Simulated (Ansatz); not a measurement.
The first iterations of a band of CH₄ClFSSi (9 atoms, charge 0, multiplicity 1).

Level of theory: Ansatz 0.2.0, UKS PBE/def2-SVP.

```
movable images  : 7
climbing image  : yes
spring          : 50.0 eV/Å²
optimiser       : quadratic models (default)
start path      : through a guess of the saddle point
force threshold : 0.03 eV/Å
iteration limit : 60
end points      : relaxed
```

First end point:

```xyz
9
Properties=species:S:1:pos:R:3
F 1.790 0.475 0.979
C 1.446 0.486 -0.349
S 0.468 -0.988 -0.852
Si -1.328 -0.655 0.287
Cl -2.153 1.211 -0.157
H 2.360 0.452 -0.979
H 0.858 1.403 -0.570
H -2.259 -1.747 -0.143
H -1.093 -0.683 1.767
```

Last end point:

```xyz
9
Properties=species:S:1:pos:R:3
F 1.454 -0.469 1.074
C 0.694 0.169 0.081
S 1.108 -0.388 -1.592
Si -1.133 -0.255 0.497
Cl -2.418 0.934 -0.625
H 2.233 0.368 -1.751
H 0.875 1.263 0.159
H -1.379 -1.701 0.188
H -1.345 0.032 1.952
```

| iteration | highest image above the first end (eV) | largest band force component (eV/Å) |
| --- | --- | --- |
| 1 | 5.070 | 6.745 |
| 2 | 5.064 | 5.868 |
| 3 | 4.984 | 5.407 |
| 4 | 3.755 | 5.137 |
| 5 | 3.301 | 4.192 |
| 6 | 3.104 | 3.017 |
| 7 | 3.044 | 1.373 |

Does the band converge within its limit, and where does its top end?

It converged. It ended after 21 iterations with the highest image 3.595 eV above the first end. Neighbouring images differ by up to 2.0 eV, so the band resolves the path poorly. Another band between the same ends (7 images) ends at a top of the same energy, where a vibrational analysis finds 1 clearly imaginary mode. The orbitals stay closed-shell, which can raise the energy where a bond breaks towards radicals; this wasn't checked here.

The run took 7.6 min on 2 threads of Arm Neoverse V2, on a shared host, peak memory 0.24 GiB.
